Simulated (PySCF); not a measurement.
ClF3H2OSi2, SMILES F[Si](F)(F)O[SiH2]Cl.

Coordinates come from a PBE0-D3(BJ)/def2-SVP optimisation. This is a generated structure with no PubChem entry under its InChIKey; it may be hypothetical. Other conformers were not sampled.

The numbers are results of TDA-PBE0/def2-SVPD (PySCF), not measurements.

Vertical excitations. Gas-phase values at a fixed geometry.

Give excitation energies, oscillator strengths and character. (Estimate from the structure and the level; the computed values follow.)


```tsv
state	energy (eV)	λ (nm)	f	main pairs
S1	7.63	163	0.002	HOMO→LUMO 90 %
S2	7.79	159	0.012	HOMO→LUMO+1 93 %
S3	8.34	149	0.023	HOMO−1→LUMO 51 %, HOMO−1→LUMO+1 42 %
S4	8.41	147	0.050	HOMO−1→LUMO+1 54 %, HOMO−1→LUMO 40 %
S5	8.62	144	0.014	HOMO→LUMO+2 97 %
S6	8.73	142	0.002	HOMO−2→LUMO 94 %
S7	9.03	137	0.054	HOMO→LUMO+3 85 %
S8	9.05	137	0.002	HOMO−2→LUMO+1 89 %
S9	9.11	136	0.018	HOMO−3→LUMO 92 %
S10	9.17	135	0.020	HOMO−1→LUMO+2 93 %
T1	7.21	172	0	HOMO→LUMO 51 %, HOMO→LUMO+1 39 %
T2	7.40	167	0	HOMO→LUMO+1 55 %, HOMO→LUMO 31 %
T3	7.81	159	0	HOMO−1→LUMO+1 66 %, HOMO−1→LUMO 27 %
T4	7.96	156	0	HOMO−1→LUMO 62 %, HOMO−1→LUMO+1 25 %
```
Triplets are in the Tamm–Dancoff approximation.
